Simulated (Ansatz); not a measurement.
Ansatz (an electronic-structure program) input (B3LYP-D3(BJ)/def2-TZVP):

Ansatz 0.2 input:
```yaml
crystal:
  periodic: [false, false, false]
  atoms:
    - {symbol: C, position_ang: [2.80059054, 0.24587637, 0.70922342]}
    - {symbol: C, position_ang: [1.56186541, 0.66513549, 0.00975163]}
    - {symbol: C, position_ang: [0.57205507, -0.50837076, -0.23927506]}
    - {symbol: C, position_ang: [-0.63690644, -0.06567016, -1.00379134]}
    - {symbol: C, position_ang: [-1.88965206, 0.02245386, -0.56133176]}
    - {symbol: C, position_ang: [-2.40220536, -0.31909730, 0.80332460]}
    - {symbol: H, position_ang: [2.89202742, 0.32411461, 1.78383050]}
    - {symbol: H, position_ang: [3.58488092, -0.27594533, 0.17653885]}
    - {symbol: H, position_ang: [1.03666512, 1.43303674, 0.58284631]}
    - {symbol: H, position_ang: [1.80533944, 1.10706321, -0.96284191]}
    - {symbol: H, position_ang: [0.29999674, -0.95094748, 0.71899688]}
    - {symbol: H, position_ang: [1.09756674, -1.28465002, -0.80410270]}
    - {symbol: H, position_ang: [-0.44464534, 0.23904354, -2.02938389]}
    - {symbol: H, position_ang: [-2.64183582, 0.38094661, -1.25864209]}
    - {symbol: H, position_ang: [-1.61740968, -0.65851757, 1.47736110]}
    - {symbol: H, position_ang: [-2.88581117, 0.54884458, 1.26090534]}
    - {symbol: H, position_ang: [-3.16125713, -1.10495370, 0.74708269]}
basis:
  gaussian:
    orbitals: def2-TZVP
hamiltonian:
  xc: b3lyp
  dispersion: d3bj
magnetization: {spin_polarized: true, initial_magnetization: 1}
phonons: {temperatures: {t_min: 298.15, t_max: 298.15, t_step: 100}}
```

Output:

```
Functional definition: B3LYP
integrals: 0.19 GiB planned
1564 factors; their error is unknown
0.34 GiB of the device are held for the grids
1.40 GiB of device memory are held for the factors and their scratch space
mean field: 1.74 GiB planned
mean field evaluation 1: about -6387.1432 eV, gradient 5.5e1 eV
mean field evaluation 2: about -6378.6867 eV, gradient 6.7e1 eV
mean field evaluation 4: about -6402.0567 eV, gradient 4.0e0 eV
mean field evaluation 8: about -6402.0901 eV, gradient 4.9e-1 eV
mean field evaluation 16: about -6402.0908 eV, gradient 1.0e-4 eV
mean field -6402.09080005 eV, -235.2724974089 hartree, gradient 6.9e-5 eV, S^2 0.753988; 0 other end points of the search recorded, 0 dependent functions left out
the calculation of the forces begins
reference -6402.09112850 eV, -235.2725094790 hartree; 24, 23 occupied and 228, 229 virtual orbitals, 1564 factors
these checks for a lower state are left out or cut short: stability, starts, cluster_reference, orbital_swaps, neighbouring_geometries, increment
integrals: 0.19 GiB planned
1564 factors; their error is unknown
0.34 GiB of the device are held for the grids
1.40 GiB of device memory are held for the factors and their scratch space
mean field: 1.74 GiB planned
mean field -6402.09071947 eV, -235.2724944474 hartree, gradient 3.1e-6 eV, S^2 0.753982; 0 other end points of the search recorded, 0 dependent functions left out
the calculation of the forces begins
reference -6402.09104792 eV, -235.2725065180 hartree; 24, 23 occupied and 228, 229 virtual orbitals, 1564 factors
these checks for a lower state are left out or cut short: stability, starts, cluster_reference, orbital_swaps, neighbouring_geometries, increment
integrals: 0.19 GiB planned
1564 factors; their error is unknown
0.34 GiB of the device are held for the grids
1.40 GiB of device memory are held for the factors and their scratch space
mean field: 1.74 GiB planned
mean field evaluation 32: about -6402.0906 eV, gradient 1.5e-6 eV
mean field -6402.09060088 eV, -235.2724900895 hartree, gradient 1.5e-6 eV, S^2 0.753993; 0 other end points of the search recorded, 0 dependent functions left out
the calculation of the forces begins
reference -6402.09092931 eV, -235.2725021591 hartree; 24, 23 occupied and 228, 229 virtual orbitals, 1564 factors
these checks for a lower state are left out or cut short: stability, starts, cluster_reference, orbital_swaps, neighbouring_geometries, increment
integrals: 0.19 GiB planned
1564 factors; their error is unknown
0.34 GiB of the device are held for the grids
1.40 GiB of device memory are held for the factors and their scratch space
mean field: 1.74 GiB planned
mean field -6402.09075948 eV, -235.2724959179 hartree, gradient 1.5e-6 eV, S^2 0.753987; 0 other end points of the search recorded, 0 dependent functions left out
the calculation of the forces begins
reference -6402.09108800 eV, -235.2725079907 hartree; 24, 23 occupied and 228, 229 virtual orbitals, 1564 factors
these checks for a lower state are left out or cut short: stability, starts, cluster_reference, orbital_swaps, neighbouring_geometries, increment
integrals: 0.19 GiB planned
1564 factors; their error is unknown
0.34 GiB of the device are held for the grids
1.40 GiB of device memory are held for the factors and their scratch space
mean field: 1.74 GiB planned
mean field -6402.09073624 eV, -235.2724950640 hartree, gradient 3.0e-6 eV, S^2 0.753988; 0 other end points of the search recorded, 0 dependent functions left out
[...]
reference -6402.09112186 eV, -235.2725092352 hartree; 24, 23 occupied and 228, 229 virtual orbitals, 1564 factors
these checks for a lower state are left out or cut short: stability, starts, cluster_reference, orbital_swaps, neighbouring_geometries, increment
integrals: 0.19 GiB planned
1564 factors; their error is unknown
0.34 GiB of the device are held for the grids
1.40 GiB of device memory are held for the factors and their scratch space
mean field: 1.74 GiB planned
mean field -6402.09073750 eV, -235.2724951102 hartree, gradient 3.1e-6 eV, S^2 0.753988; 0 other end points of the search recorded, 0 dependent functions left out
the calculation of the forces begins
reference -6402.09106597 eV, -235.2725071812 hartree; 24, 23 occupied and 228, 229 virtual orbitals, 1564 factors
these checks for a lower state are left out or cut short: stability, starts, cluster_reference, orbital_swaps, neighbouring_geometries, increment
integrals: 0.19 GiB planned
1564 factors; their error is unknown
0.34 GiB of the device are held for the grids
1.40 GiB of device memory are held for the factors and their scratch space
mean field: 1.73 GiB planned
mean field evaluation 672: about -6402.0900 eV, gradient 4.8e-1 eV
mean field -6402.09072462 eV, -235.2724946368 hartree, gradient 3.1e-6 eV, S^2 0.753988; 0 other end points of the search recorded, 0 dependent functions left out
the calculation of the forces begins
reference -6402.09105304 eV, -235.2725067060 hartree; 24, 23 occupied and 228, 229 virtual orbitals, 1564 factors
these checks for a lower state are left out or cut short: stability, starts, cluster_reference, orbital_swaps, neighbouring_geometries, increment
integrals: 0.19 GiB planned
1564 factors; their error is unknown
0.34 GiB of the device are held for the grids
1.40 GiB of device memory are held for the factors and their scratch space
mean field: 1.74 GiB planned
mean field -6402.09079056 eV, -235.2724970602 hartree, gradient 3.1e-6 eV, S^2 0.753988; 0 other end points of the search recorded, 0 dependent functions left out
the calculation of the forces begins
reference -6402.09111904 eV, -235.2725091314 hartree; 24, 23 occupied and 228, 229 virtual orbitals, 1564 factors
these checks for a lower state are left out or cut short: stability, starts, cluster_reference, orbital_swaps, neighbouring_geometries, increment
integrals: 0.19 GiB planned
1564 factors; their error is unknown
0.34 GiB of the device are held for the grids
1.40 GiB of device memory are held for the factors and their scratch space
mean field: 1.74 GiB planned
mean field -6402.09075061 eV, -235.2724955918 hartree, gradient 3.1e-6 eV, S^2 0.753988; 0 other end points of the search recorded, 0 dependent functions left out
the calculation of the forces begins
reference -6402.09107902 eV, -235.2725076609 hartree; 24, 23 occupied and 228, 229 virtual orbitals, 1564 factors
these checks for a lower state are left out or cut short: stability, starts, cluster_reference, orbital_swaps, neighbouring_geometries, increment
integrals: 0.19 GiB planned
1564 factors; their error is unknown
0.34 GiB of the device are held for the grids
1.40 GiB of device memory are held for the factors and their scratch space
mean field: 1.74 GiB planned
mean field -6402.09071986 eV, -235.2724944618 hartree, gradient 3.1e-6 eV, S^2 0.753988; 0 other end points of the search recorded, 0 dependent functions left out
the calculation of the forces begins
reference -6402.09104823 eV, -235.2725065292 hartree; 24, 23 occupied and 228, 229 virtual orbitals, 1564 factors
these checks for a lower state are left out or cut short: stability, starts, cluster_reference, orbital_swaps, neighbouring_geometries, increment
integrals: 0.19 GiB planned
1564 factors; their error is unknown
0.34 GiB of the device are held for the grids
1.40 GiB of device memory are held for the factors and their scratch space
mean field: 1.74 GiB planned
mean field evaluation 704: about -6402.0908 eV, gradient 3.1e-6 eV
mean field -6402.09077013 eV, -235.2724963093 hartree, gradient 3.1e-6 eV, S^2 0.753988; 0 other end points of the search recorded, 0 dependent functions left out
the calculation of the forces begins
reference -6402.09109865 eV, -235.2725083820 hartree; 24, 23 occupied and 228, 229 virtual orbitals, 1564 factors
these checks for a lower state are left out or cut short: stability, starts, cluster_reference, orbital_swaps, neighbouring_geometries, increment
integrals: 0.19 GiB planned
1564 factors; their error is unknown
0.34 GiB of the device are held for the grids
1.40 GiB of device memory are held for the factors and their scratch space
mean field: 1.74 GiB planned
mean field -6402.09073180 eV, -235.2724949007 hartree, gradient 3.1e-6 eV, S^2 0.753988; 0 other end points of the search recorded, 0 dependent functions left out
the calculation of the forces begins
reference -6402.09106021 eV, -235.2725069694 hartree; 24, 23 occupied and 228, 229 virtual orbitals, 1564 factors
these checks for a lower state are left out or cut short: stability, starts, cluster_reference, orbital_swaps, neighbouring_geometries, increment
integrals: 0.19 GiB planned
1564 factors; their error is unknown
0.34 GiB of the device are held for the grids
1.40 GiB of device memory are held for the factors and their scratch space
mean field: 1.73 GiB planned
mean field -6402.09075198 eV, -235.2724956423 hartree, gradient 3.1e-6 eV, S^2 0.753988; 0 other end points of the search recorded, 0 dependent functions left out
the calculation of the forces begins
reference -6402.09108046 eV, -235.2725077137 hartree; 24, 23 occupied and 228, 229 virtual orbitals, 1564 factors
these checks for a lower state are left out or cut short: stability, starts, cluster_reference, orbital_swaps, neighbouring_geometries, increment
integrals: 0.19 GiB planned
1564 factors; their error is unknown
0.34 GiB of the device are held for the grids
1.40 GiB of device memory are held for the factors and their scratch space
mean field: 1.73 GiB planned
mean field -6402.09079830 eV, -235.2724973445 hartree, gradient 3.1e-6 eV, S^2 0.753988; 0 other end points of the search recorded, 0 dependent functions left out
the calculation of the forces begins
reference -6402.09112676 eV, -235.2725094152 hartree; 24, 23 occupied and 228, 229 virtual orbitals, 1564 factors
these checks for a lower state are left out or cut short: stability, starts, cluster_reference, orbital_swaps, neighbouring_geometries, increment
integrals: 0.19 GiB planned
1564 factors; their error is unknown
0.34 GiB of the device are held for the grids
1.40 GiB of device memory are held for the factors and their scratch space
mean field: 1.73 GiB planned
mean field -6402.09077075 eV, -235.2724963322 hartree, gradient 3.1e-6 eV, S^2 0.753988; 0 other end points of the search recorded, 0 dependent functions left out
the calculation of the forces begins
reference -6402.09109918 eV, -235.2725084016 hartree; 24, 23 occupied and 228, 229 virtual orbitals, 1564 factors
Total energy: -6402.67805255 eV, -235.2940785401 hartree
Atom 0 at     2.800591     0.245876     0.709223 Å, force    -0.000778    -0.000019    -0.000624 eV/Å
Atom 1 at     1.561865     0.665135     0.009752 Å, force     0.000305     0.000284     0.000213 eV/Å
Atom 2 at     0.572055    -0.508371    -0.239275 Å, force     0.000008    -0.000188     0.000049 eV/Å
Atom 3 at    -0.636906    -0.065670    -1.003791 Å, force    -0.000340     0.000156     0.000053 eV/Å
Atom 4 at    -1.889652     0.022454    -0.561332 Å, force     0.000064    -0.001615    -0.000642 eV/Å
Atom 5 at    -2.402205    -0.319097     0.803325 Å, force     0.000490    -0.000070     0.000017 eV/Å
Atom 6 at     2.892027     0.324115     1.783831 Å, force     0.000248     0.000051     0.000641 eV/Å
Atom 7 at     3.584881    -0.275945     0.176539 Å, force     0.000452    -0.000167    -0.000197 eV/Å
Atom 8 at     1.036665     1.433037     0.582846 Å, force     0.000106     0.000056    -0.000262 eV/Å
Atom 9 at     1.805339     1.107063    -0.962842 Å, force     0.000101     0.000003     0.000006 eV/Å
Atom 10 at     0.299997    -0.950947     0.718997 Å, force    -0.000191    -0.000015    -0.000055 eV/Å
Atom 11 at     1.097567    -1.284650    -0.804103 Å, force     0.000043     0.000141     0.000063 eV/Å
Atom 12 at    -0.444645     0.239044    -2.029384 Å, force     0.000002     0.000339     0.000203 eV/Å
Atom 13 at    -2.641836     0.380947    -1.258642 Å, force     0.000048     0.000521     0.000394 eV/Å
Atom 14 at    -1.617410    -0.658518     1.477361 Å, force    -0.000581     0.000457     0.000299 eV/Å
Atom 15 at    -2.885811     0.548845     1.260905 Å, force     0.000067     0.000021     0.000064 eV/Å
Atom 16 at    -3.161257    -1.104954     0.747083 Å, force    -0.000043     0.000043    -0.000222 eV/Å
Dipole moment:    -0.065879    -0.022774     0.025687 e Å
Vibrations: 36.31 63.22 96.06 127.49 207.85 290.68 348.98 475.17 534.93 582.93 723.01 750.01 864.71 915.20 959.36 1004.31 1011.70 1061.46 1066.97 1075.63 1165.13 1244.26 1273.58 1299.05 1321.16 1336.49 1407.43 1439.43 1467.60 1484.04 1484.25 1492.08 1502.12 1725.63 3005.16 3021.16 3023.25 3057.09 3057.96 3086.20 3112.29 3120.62 3141.78 3142.06 3239.83 cm⁻¹, zero-point energy 4.081909 eV
```

It need not be the lowest isomer of its formula.
